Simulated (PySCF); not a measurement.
29Si chemical shifts

- NMR shieldings at PBE0/pcSseg-1/GIAO
- coordinates at the GFN2-xTB level
- run in PySCF 2.14
- non-relativistic Hamiltonian, one computed conformer, rapidly exchanging positions averaged, gas phase

Shieldings were converted by a linear fit to measured shifts: 29Si: δ = 279.94 − 0.822σ (rms 8.9 ppm, 72 shifts, 25.8 ppm with the 6 outliers that the fit left out vs TMS, solution or neat liquid). A few per cent of atoms miss by over 2 rms, more outside the fitted compound classes.

Task: Give the 29Si shifts of `C=C/C(=C\[C@H]([SiH3])C#N)[SiH2]F`, `C[SiH2]C#C[Si@H](O)SC`, `C=C(C)[Si@@H]1C[C@@H](C#N)[Si@H]1F`, `CC#CC[Si@@H](O)[SiH2]S`, `C[SiH2]/C=C\[SiH3]`, `C[SiH2]/C=C\[SiH3]`, `N#C[C@@H]1[SiH2][C@@H]([SiH3])C/C1=C/F`, `C[SiH](C)SC1(C)CC1`, `C=C(SC)[Si](C)(C)C`.

Result: 
```json
{"compound": "[CH2:1]=[CH:2]/[C:3](=[CH:4]\\[C@H:5]([SiH3:6])[C:7]#[N:8])[SiH2:9][F:10]", "environment": "Si9: silicon bonded to C, F, 2 H", "δ (ppm)": "-5.8"}
{"compound": "[CH2:1]=[CH:2]/[C:3](=[CH:4]\\[C@H:5]([SiH3:6])[C:7]#[N:8])[SiH2:9][F:10]", "environment": "Si6: silicon bonded to C, 3 H", "δ (ppm)": "-57.7"}
{"compound": "[CH3:1][SiH2:2][C:3]#[C:4][Si@H:5]([OH:6])[S:7][CH3:8]", "environment": "Si5: silicon bonded to C, O, S, H", "δ (ppm)": "-31.7"}
{"compound": "[CH3:1][SiH2:2][C:3]#[C:4][Si@H:5]([OH:6])[S:7][CH3:8]", "environment": "Si2: silicon bonded to 2 C, 2 H", "δ (ppm)": "-64.2"}
{"compound": "[CH2:1]=[C:2]([CH3:3])[Si@@H:4]1[CH2:5][C@@H:6]([C:7]#[N:8])[Si@H:9]1[F:10]", "environment": "Si9: silicon bonded to C, F, Si, H, in a 4-membered ring", "δ (ppm)": "23.2"}
{"compound": "[CH2:1]=[C:2]([CH3:3])[Si@@H:4]1[CH2:5][C@@H:6]([C:7]#[N:8])[Si@H:9]1[F:10]", "environment": "Si4: silicon bonded to 2 C, Si, H, in a 4-membered ring", "δ (ppm)": "-9.4"}
{"compound": "[CH3:1][C:2]#[C:3][CH2:4][Si@@H:5]([OH:6])[SiH2:7][SH:8]", "environment": "Si5: silicon bonded to C, O, Si, H", "δ (ppm)": "-13.7"}
{"compound": "[CH3:1][C:2]#[C:3][CH2:4][Si@@H:5]([OH:6])[SiH2:7][SH:8]", "environment": "Si7: silicon bonded to S, Si, 2 H", "δ (ppm)": "-61.8"}
{"compound": "[CH3:1][SiH2:2]/[CH:3]=[CH:4]\\[SiH3:5]", "environment": "Si2: silicon bonded to 2 C, 2 H", "δ (ppm)": "-52.8"}
{"compound": "[CH3:1][SiH2:2]/[CH:3]=[CH:4]\\[SiH3:5]", "environment": "Si5: silicon bonded to C, 3 H", "δ (ppm)": "-78.7"}
{"compound": "[CH3:1][SiH2:2]/[CH:3]=[CH:4]\\[SiH3:5]", "environment": "Si2: silicon bonded to 2 C, 2 H", "δ (ppm)": "-52.8"}
{"compound": "[CH3:1][SiH2:2]/[CH:3]=[CH:4]\\[SiH3:5]", "environment": "Si5: silicon bonded to C, 3 H", "δ (ppm)": "-78.7"}
{"compound": "[N:1]#[C:2][C@@H:3]1[SiH2:4][C@@H:5]([SiH3:6])[CH2:7]/[C:8]1=[CH:9]/[F:10]", "environment": "Si4: silicon bonded to 2 C, 2 H, in a 5-membered ring", "δ (ppm)": "-20.3"}
{"compound": "[N:1]#[C:2][C@@H:3]1[SiH2:4][C@@H:5]([SiH3:6])[CH2:7]/[C:8]1=[CH:9]/[F:10]", "environment": "Si6: silicon bonded to C, 3 H", "δ (ppm)": "-63.5"}
{"compound": "C[SiH](C)SC1(C)CC1", "environment": "silicon bonded to 2 C, S, H", "δ (ppm)": "-9.3"}
{"compound": "C=C(SC)[Si](C)(C)C", "environment": "silicon bonded to 4 C", "δ (ppm)": "-9.0"}
```

Task: Match the shifts -2.5, -35.3, -47.2 ppm to `Fc1cccc(N([SiH3])[SiH3])c1`, `[SiH3]O/C=C\CCl`, `Cl[C@H]1CCO[SiH2]1`.

Result: -2.5: Cl[C@H]1CCO[SiH2]1 (silicon bonded to C, O, 2 H, in a 5-membered ring); -35.3: [SiH3]O/C=C\CCl (silicon bonded to O, 3 H); -47.2: Fc1cccc(N([SiH3])[SiH3])c1 (silicon bonded to N, 3 H).
